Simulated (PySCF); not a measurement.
# How methods differ on the excitation energy of Ni²⁺

Ni²⁺ [Ar] 3d8 (3F) → Ni²⁺ [Ar] 3d7 4s1 (5F), as a difference of total energies. Calculation: PySCF 2.14, in dyall-av2z; no relativity, point nucleus. Correlated levels: valence: [Ar] frozen; virtual orbitals above 40 to 60 times the deepest correlated orbital energy dropped. The calculations carry no spin-orbit coupling.

| method | excitation energy (eV) |
| --- | --- |
| UHF | 5.738 |
| MP2 (valence) | 7.244 |
| SCS-MP2 (valence) | 7.351 |
| CCSD (valence) | 6.970 |
| CCSD(T) (valence) | 7.017 |

Task: How much does correlation contribute at CCSD(T) (valence)?

Result: 7.017 − (5.738) = 1.279 eV, measured against UHF.

A first-order spin-orbit estimate (lowest level to lowest level, LS coupling) adds -0.011 eV.
